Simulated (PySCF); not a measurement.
**SMILES N#CC=C=C(Br)C#N, C₅HBrN₂**

Molfile (atoms numbered from 1):
```
C5HBrN2
     RDKit          3D

  9  8  0  0  0  0  0  0  0  0999 V2000
   -2.7437    1.9204    0.5356 N   0  0  0  0  0  0  0  0  0  0  0  0
   -2.1136    1.0085    0.1978 C   0  0  0  0  0  0  0  0  0  0  0  0
   -1.3658   -0.1280   -0.2368 C   0  0  0  0  0  0  0  0  0  0  0  0
   -0.0894   -0.2933    0.0258 C   0  0  0  0  0  0  0  0  0  0  0  0
    1.1819   -0.4870    0.2800 C   0  0  0  0  0  0  0  0  0  0  0  0
    1.7336   -1.4075    1.8396 Br  0  0  0  0  0  0  0  0  0  0  0  0
    2.2216   -0.0364   -0.5852 C   0  0  0  0  0  0  0  0  0  0  0  0
    3.0750    0.3203   -1.2836 N   0  0  0  0  0  0  0  0  0  0  0  0
   -1.9048   -0.8881   -0.8192 H   0  0  0  0  0  0  0  0  0  0  0  0
  1  2  3  0
  2  3  1  0
  3  4  2  0
  4  5  2  0
  5  6  1  0
  5  7  1  0
  7  8  3  0
  3  9  1  0
M  END
```

Theory: quadratic response CAM-B3LYP/def2-TZVPD first hyperpolarisability, Taylor convention, gas phase (PySCF 2.14.0). Geometry: PBE0-D3(BJ)/def2-SVP.

The calculation is non-relativistic, which matters for the atoms heavier than Zn.

(1) Give the tensor of the second harmonic β(−2ω;ω,ω) at 1064 nm in the axes of these coordinates.

## Answers

(1) In au, Taylor convention; rows are the first index (the induced dipole):
|  | xx | yy | zz | xy | xz | yz |
| --- | --- | --- | --- | --- | --- | --- |
| x | -68.6 | -18.1 | +26.4 | +43.4 | +2.6 | -18.9 |
| y | +48.0 | +76.8 | -1.5 | -18.3 | -18.1 | -17.6 |
| z | -5.8 | -18.3 | -44.2 | -17.4 | +26.2 | -2.0 |

Norm of βᵢ = ⅓ Σⱼ (βᵢⱼⱼ + βⱼᵢⱼ + βⱼⱼᵢ): 148.1 au, hyper-Rayleigh value 63.8 au.
